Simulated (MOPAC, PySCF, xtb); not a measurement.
Torsion H4–Si1–Te2–S3 in H4SSiTe (SMILES [SiH3][Te]S); at each angle all else is relaxed with GFN2-xTB, and the levels are single points there.
Geometry at 60° (charge 0, multiplicity 1):
```xyz
7

Si    -1.36413     0.00215    -0.00951
Te     0.55128     1.61204    -0.25226
S      0.12154     2.09231    -2.57021
H     -1.22090    -1.12421    -0.92871
H     -2.64750     0.65567    -0.24235
H     -1.24820    -0.44486     1.37124
H      0.99619     1.24974    -3.10046
```

On the grid 0° to 120°, 0° is the highest and 60° the lowest point at MP2/CBS(def2-TZVPP, def2-QZVPP) + ΔCCSD(T)/def2-TZVPP.

Rows in 3-21G carry no dispersion term and start afresh at each structure; the Pople sets are all-electron and without relativity. The state that PM3, PM7 reach isn't checked; PM7 holds dispersion and hydrogen-bond terms.

The values were computed with MOPAC for PM3, PM7 (differences of heats of formation); PySCF for 3-21G rows; xtb for the GFN methods. Values without a source in brackets are computed.

Problem. One of these levels gives -3.57 kcal/mol for the energy at 0° less that at 60°. Which one is it?
A) PM7
B) GFN1-xTB
C) HF/3-21G
D) PM3

Solution. A, PM7. The others give 0.06 (PM3), 0.85 (GFN1-xTB), 1.49 (HF/3-21G)
